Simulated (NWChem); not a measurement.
System: BHOBrCl; SMILES OB(Cl)Br

NWChem input:

```
start job
memory heap 200 mb stack 900 mb global 1100 mb
geometry units angstroms noautoz
  B      0.466573    -0.535814     0.000000
  Cl    -0.630003    -1.932538     0.000000
  Br    -0.239727     1.250412     0.000000
  O      1.807998    -0.689427     0.000000
  H      2.073640    -1.628882     0.000000
end
basis spherical
  B library aug-cc-pvdz
  Cl library aug-cc-pvdz
  Br library aug-cc-pvdz
  O library aug-cc-pvdz
  H library aug-cc-pvdz
end
dft
  xc pbe0
  iterations 150
end
tddft
  cis
  nroots 6
  notriplet
end
task tddft energy
```

Excerpt of the output:

```
             Northwest Computational Chemistry Package (NWChem) 7.3.0
             --------------------------------------------------------

 CS  symmetry detected

                             Geometry "geometry" -> ""
                             -------------------------

 Output coordinates in angstroms (scale by  1.889725989 to convert to a.u.)

  No.       Tag          Charge          X              Y              Z
 ---- ---------------- ---------- -------------- -------------- --------------
    1 B                    5.0000     0.44950685    -0.56914894     0.00000000
    2 Cl                  17.0000    -0.69750711    -1.92475796     0.00000000
    3 Br                  35.0000    -0.19087381     1.24175570     0.00000000
    4 O                    8.0000     1.78440300    -0.77180695     0.00000000
    5 H                    1.0000     2.01544617    -1.72036397     0.00000000

 Effective nuclear repulsion energy (a.u.)     280.2518163269

      Symmetry information
      --------------------

 Group name             Cs
 Group number              2
 Group order               2
 No. of unique centers     5

                                 NWChem DFT Module
                                 -----------------

 Summary of "ao basis" -> "ao basis" (spherical)
 ------------------------------------------------------------------------------
       Tag                 Description            Shells   Functions and Types
 ---------------- ------------------------------  ------  ---------------------
 B                        aug-cc-pvdz                9       23   4s3p2d
 Cl                       aug-cc-pvdz               11       27   5s4p2d
 Br                       aug-cc-pvdz               14       36   6s5p3d
 O                        aug-cc-pvdz                9       23   4s3p2d
 H                        aug-cc-pvdz                5        9   3s2p

      Symmetry analysis of basis
      --------------------------

        a'         83
        a"         35

            General Information
            -------------------
          SCF calculation type: DFT
          Wavefunction type:  closed shell.
          No. of atoms     :     5
          No. of electrons :    66
           Alpha electrons :    33
            Beta electrons :    33
          Charge           :     0
          Spin multiplicity:     1
          Use of symmetry is: off; symmetry adaption is: on
          Maximum number of iterations: 150
          AO basis - number of functions:   118
                     number of shells:    48
          Convergence on energy requested:  1.00D-06
          Convergence on density requested:  1.00D-05
          Convergence on gradient requested:  5.00D-04

              XC Information
              --------------
                         PBE0 Method XC Functional
                     Hartree-Fock (Exact) Exchange  0.250
          PerdewBurkeErnzerhof Exchange Functional  0.750
            Perdew 1991 LDA Correlation Functional  1.000 local
           PerdewBurkeErnz. Correlation Functional  1.000 non-local

             Grid Information
             ----------------
          Grid used for XC integration:  medium
          Radial quadrature: Mura-Knowles
          Angular quadrature: Lebedev.
          Tag              B.-S. Rad. Rad. Pts. Rad. Cut. Ang. Pts.
          ---              ---------- --------- --------- ---------
          B                   0.85       49          13.0       434
          Cl                  1.00       88          13.0       590
          Br                  1.15      112          14.0       590
          O                   0.60       49          12.0       434
          H                   0.35       45          14.0       434
          Grid pruning is: on
          Number of quadrature shells:   343
          Spatial weights used:  Erf1

      Superposition of Atomic Density Guess
      -------------------------------------

 Sum of atomic energies:       -3131.64949208

      Non-variational initial energy
      ------------------------------

 Total energy =   -3132.837859
 1-e energy   =   -4910.701020
 2-e energy   =    1497.611344
 HOMO         =      -0.392540
 LUMO         =       0.020359

      Symmetry analysis of molecular orbitals - initial
      -------------------------------------------------

  Numbering of irreducible representations:

     1 a'          2 a"

  Orbital symmetries:

     1 a'          2 a'          3 a'          4 a'          5 a'
     6 a"          7 a'          8 a'          9 a'         10 a'
    11 a'         12 a"         13 a'         14 a'         15 a'
    16 a"         17 a'         18 a'         19 a"         20 a'
    21 a"         22 a'         23 a'         24 a'         25 a'
    26 a'         27 a'         28 a"         29 a'         30 a"
    31 a'         32 a"         33 a'         34 a'         35 a'
    36 a"         37 a'         38 a"         39 a'         40 a'
    41 a'         42 a'         43 a"

 !! scf_movecs_sym_adapt:    6 vectors were symmetry contaminated

  Symmetry fudging

   convergence    iter        energy       DeltaE   RMS-Dens  Diis-err
 ---------------- ----- ----------------- --------- --------- ---------
 d= 0,ls=0.0,diis     1  -3134.5106941501 -3.41D+03  1.02D-02  7.67D-01

 !! scf_movecs_sym_adapt:    6 vectors were symmetry contaminated

  Symmetry fudging
 d= 0,ls=0.0,diis     2  -3134.4565735511  5.41D-02  5.40D-03  1.30D+00

 !! scf_movecs_sym_adapt:    4 vectors were symmetry contaminated

  Symmetry fudging

 !! scf_movecs_sym_adapt:    2 vectors were symmetry contaminated

 d= 0,ls=0.0,diis     3  -3134.5980157859 -1.41D-01  8.49D-04  2.84D-02

 !! scf_movecs_sym_adapt:    5 vectors were symmetry contaminated

  Symmetry fudging
 d= 0,ls=0.0,diis     4  -3134.6003266620 -2.31D-03  3.73D-04  4.85D-03

 !! scf_movecs_sym_adapt:    2 vectors were symmetry contaminated

  Symmetry fudging
 d= 0,ls=0.0,diis     5  -3134.6008772772 -5.51D-04  8.83D-05  3.06D-04

 !! scf_movecs_sym_adapt:    2 vectors were symmetry contaminated

  Symmetry fudging
  Resetting Diis
 d= 0,ls=0.0,diis     6  -3134.6009176544 -4.04D-05  1.24D-05  4.87D-06
 d= 0,ls=0.0,diis     7  -3134.6009182266 -5.72D-07  6.37D-06  3.46D-07

         Total DFT energy =    -3134.600918226583
      One electron energy =    -4912.916997092716
           Coulomb energy =     1630.129113586987
    Exchange-Corr. energy =     -132.064851047796
 Nuclear repulsion energy =      280.251816326942

 Numeric. integr. density =       66.000000228101

                  Occupations of the irreducible representations
                  ----------------------------------------------

                     irrep           alpha         beta
                     --------     --------     --------
                     a'               25.0         25.0
                     a"                8.0          8.0

                       DFT Final Molecular Orbital Analysis
                       ------------------------------------

 Vector   31  Occ=2.000000D+00  E=-3.589719D-01  Symmetry=a'
              MO Center= -4.4D-01, -1.3D+00,  4.1D-12, r^2= 2.9D+00
   Bfn.  Coefficient  Atom+Function         Bfn.  Coefficient  Atom+Function
  ----- ------------  ---------------      ----- ------------  ---------------
    32      0.439408  2 Cl px                35      0.326076  2 Cl px
    33     -0.309482  2 Cl py                36     -0.237133  2 Cl py
    63      0.210687  3 Br px                66      0.180758  3 Br px
    91      0.164254  4 O  px                94      0.079948  4 O  px
    18     -0.070941  1 B  d  2              64     -0.070521  3 Br py

[...]

                                NWChem TDDFT Module
                                -------------------

            General Information
            -------------------
           No. of orbitals :     236
            Alpha orbitals :     118
             Beta orbitals :     118
        Alpha frozen cores :       0
         Beta frozen cores :       0
     Alpha frozen virtuals :       0
      Beta frozen virtuals :       0
         Spin multiplicity :       1
    Number of AO functions :     118
        Use of symmetry is : off
      Symmetry adaption is : on
         Schwarz screening :  0.10D-07

              XC Information
              --------------
                  PBE0 Method XC Functional
              Hartree-Fock (Exact) Exchange   0.25
   PerdewBurkeErnzerhof Exchange Functional   0.75
     Perdew 1991 LDA Correlation Functional   1.00 local
    PerdewBurkeErnz. Correlation Functional   1.00 non-local

             TDDFT Information
             -----------------
          Calculation type : Tamm-Dancoff TDDFT
         Wavefunction type : Restricted singlets
          No. of electrons :      66
           Alpha electrons :      33
            Beta electrons :      33
              No. of roots :       6
          Max subspacesize :    5200
            Max iterations :     100
               Target root :       1
           Target symmetry : none
      Symmetry restriction : off
                 Algorithm : Optimal
        Davidson threshold :  0.10D-03

    6 smallest eigenvalue differences (eV)
--------------------------------------------------------
  No. Spin  Occ  Vir  Irrep   E(Occ)    E(Vir)   E(Diff)
--------------------------------------------------------
    1    1   33   34 a"       -0.315    -0.026     7.841
    2    1   33   35 a'       -0.315    -0.017     8.100
    3    1   32   34 a'       -0.327    -0.026     8.171
    4    1   32   35 a"       -0.327    -0.017     8.430
    5    1   33   36 a'       -0.315     0.015     8.973
    6    1   31   34 a"       -0.359    -0.026     9.048
--------------------------------------------------------

  Entering Davidson iterations
  Restricted singlet excited states

  Iter   NTrls   NConv    DeltaV     DeltaE      Time
  ----  ------  ------  ---------  ---------  ---------
    1      6       0     0.96E-01   0.10+100       72.3
    2     12       0     0.20E-01   0.93E-02       71.8
    3     18       0     0.14E-01   0.20E-02       72.2
    4     24       1     0.17E-01   0.14E-02       72.1
    5     29       1     0.56E-02   0.61E-03       71.4
    6     34       3     0.24E-02   0.11E-03       71.4
    7     37       5     0.13E-02   0.16E-04       70.1
    8     38       5     0.34E-03   0.27E-05       68.9
    9     39       6     0.71E-04   0.19E-06       69.0
  ----  ------  ------  ---------  ---------  ---------
  Convergence criterion met

  Ground state a'      -3134.600918226583 a.u.

  ----------------------------------------------------------------------------
  Root   1 singlet a"             0.229690355 a.u.                6.2502 eV
  ----------------------------------------------------------------------------
     Transition Moments    X -0.00000   Y  0.00000   Z -0.00399
     Dipole Oscillator Strength                    0.0000024380
     Electric Quadrupole                           0.0000000134
     Magnetic Dipole                               0.0000003194
     Total Oscillator Strength                     0.0000027708

     Occ.   33  a'  ---  Virt.   34  a"       0.99893
  ----------------------------------------------------------------------------
  Root   2 singlet a'             0.260292505 a.u.                7.0829 eV
  ----------------------------------------------------------------------------
     Transition Moments    X  0.24402   Y  0.27207   Z  0.00000
     Dipole Oscillator Strength                    0.0231776173
     Electric Quadrupole                           0.0000000758
     Magnetic Dipole                               0.0000005869
     Total Oscillator Strength                     0.0231782800

     Occ.   33  a'  ---  Virt.   35  a'      -0.96917
     Occ.   33  a'  ---  Virt.   36  a'      -0.20355
     Occ.   33  a'  ---  Virt.   39  a'      -0.06804
  ----------------------------------------------------------------------------
  Root   3 singlet a'             0.260713728 a.u.                7.0944 eV
  ----------------------------------------------------------------------------
     Transition Moments    X  0.16404   Y -0.83690   Z  0.00000
     Dipole Oscillator Strength                    0.1264129893
     Electric Quadrupole                           0.0000000694
     Magnetic Dipole                               0.0000000057
     Total Oscillator Strength                     0.1264130643

     Occ.   27  a'  ---  Virt.   39  a'       0.05352
     Occ.   29  a'  ---  Virt.   35  a'      -0.06388
     Occ.   29  a'  ---  Virt.   39  a'      -0.10825
     Occ.   30  a"  ---  Virt.   34  a"       0.06921
     Occ.   31  a'  ---  Virt.   35  a'       0.05433
     Occ.   31  a'  ---  Virt.   39  a'       0.05007
     Occ.   32  a"  ---  Virt.   34  a"      -0.94927
     Occ.   32  a"  ---  Virt.   38  a"       0.05303
     Occ.   33  a'  ---  Virt.   36  a'      -0.15533
     Occ.   33  a'  ---  Virt.   37  a'       0.07497
     Occ.   33  a'  ---  Virt.   39  a'      -0.07890
     Occ.   33  a'  ---  Virt.   46  a'       0.06102
  ----------------------------------------------------------------------------
  Root   4 singlet a"             0.269448015 a.u.                7.3321 eV
  ----------------------------------------------------------------------------
     Transition Moments    X -0.00000   Y  0.00000   Z  0.04279
     Dipole Oscillator Strength                    0.0003288674
     Electric Quadrupole                           0.0000000272
     Magnetic Dipole                               0.0000009357
     Total Oscillator Strength                     0.0003298302

     Occ.   31  a'  ---  Virt.   34  a"      -0.99643
  ----------------------------------------------------------------------------
  Root   5 singlet a"             0.271425778 a.u.                7.3859 eV
  ----------------------------------------------------------------------------
     Transition Moments    X  0.00000   Y -0.00000   Z  0.23338
     Dipole Oscillator Strength                    0.0098558255
     Electric Quadrupole                           0.0000003500
     Magnetic Dipole                               0.0000006967
     Total Oscillator Strength                     0.0098568721

     Occ.   32  a"  ---  Virt.   35  a'      -0.96002
     Occ.   32  a"  ---  Virt.   36  a'      -0.23019
     Occ.   32  a"  ---  Virt.   37  a'      -0.05139
     Occ.   32  a"  ---  Virt.   39  a'      -0.09431
     Occ.   32  a"  ---  Virt.   41  a'      -0.06135
     Occ.   32  a"  ---  Virt.   42  a'      -0.06334
  ----------------------------------------------------------------------------
  Root   6 singlet a'             0.289682635 a.u.                7.8827 eV
  ----------------------------------------------------------------------------
     Transition Moments    X -0.04694   Y -0.13791   Z -0.00000
     Dipole Oscillator Strength                    0.0040984783
     Electric Quadrupole                           0.0000005594
     Magnetic Dipole                               0.0000004147
     Total Oscillator Strength                     0.0040994524

     Occ.   30  a"  ---  Virt.   34  a"      -0.45022
     Occ.   31  a'  ---  Virt.   35  a'       0.37111
     Occ.   32  a"  ---  Virt.   34  a"      -0.12224
     Occ.   33  a'  ---  Virt.   35  a'      -0.16896
     Occ.   33  a'  ---  Virt.   36  a'       0.71180
     Occ.   33  a'  ---  Virt.   37  a'       0.15437
     Occ.   33  a'  ---  Virt.   39  a'       0.25254

              Target root =      1
          Target symmetry = none
      Ground state energy =  -3134.600918226583
        Excitation energy =      0.229690354519
     Excited state energy =  -3134.371227872064

  stored tddft:energy   -3134.3712278720641
```

Level: PBE0/aug-cc-pVDZ, TDA. Coordinates come from a PBE-D3(BJ)/def2-SVP optimisation.
